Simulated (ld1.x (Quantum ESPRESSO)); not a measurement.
# What one change does to a pseudopotential (iodine, TM)

I, norm-conserving Troullier–Martins (Kleinman–Bylander form), made with ld1.x (Quantum ESPRESSO) 7.5 (PBE, scalar-relativistic). Core [Kr], reference 4d10 5s2 5p5. Waves: 5p (bound): rc 1.85 bohr; 4d (bound): rc 1.25 bohr; 5s (bound): rc 1.30 bohr. Local part: the s channel. Core correction: none.

All-electron outer shells of the reference configuration (PBE, scalar-relativistic, ld1.x):

```json
{"shell": "4s", "level (eV)": "-180.60", "outermost node (bohr)": "0.37", "outermost maximum (bohr)": "0.68"}
{"shell": "4p", "level (eV)": "-127.57", "outermost node (bohr)": "0.37", "outermost maximum (bohr)": "0.72"}
{"shell": "4d", "level (eV)": "-50.28", "outermost node (bohr)": "0.35", "outermost maximum (bohr)": "0.78"}
{"shell": "5s", "level (eV)": "-17.41", "outermost node (bohr)": "0.88", "outermost maximum (bohr)": "1.70"}
{"shell": "5p", "level (eV)": "-7.09", "outermost node (bohr)": "0.96", "outermost maximum (bohr)": "2.02"}
```

Change: core [Kr] 4d10, valence charge 7; reference 5s2 5p5; waves now 5p (bound): rc 2.15 bohr; 5s (bound): rc 1.50 bohr; core correction a·sin(br)/r model core inside 1.00 bohr.

Cutoffs: the cutoffs (Ry, on a coarse ladder) from which the occupation-weighted sum of valence levels, in a spherical-Bessel basis at the reference potential, stays within 10 and 1 mRy of its value at 400 Ry; they do not see the model core or the augmentation charge, which bear on the density cutoff. Errors are all-electron minus pseudo energies relative to the spin-unpolarised reference configuration.

What does the change do?

The potential gets softer (140 Ry and 230 Ry → 40 Ry and 100 Ry); the bound ghost in p disappears. The shells moved into the core no longer need plane waves of their own. Several settings change at once here, so the effects cannot be laid on one of them.

| quantity | base | changed |
| --- | --- | --- |
| cutoff, loose | 140 Ry | 40 Ry |
| cutoff, tight | 230 Ry | 100 Ry |
| bound ghosts | p | none |
| largest error over its own tests, meV | -103 | -124 |

 A true bound ghost makes a file unfit for plane-wave use even where its test errors are small: the radial tests pick states by their node count and pass the ghost by.
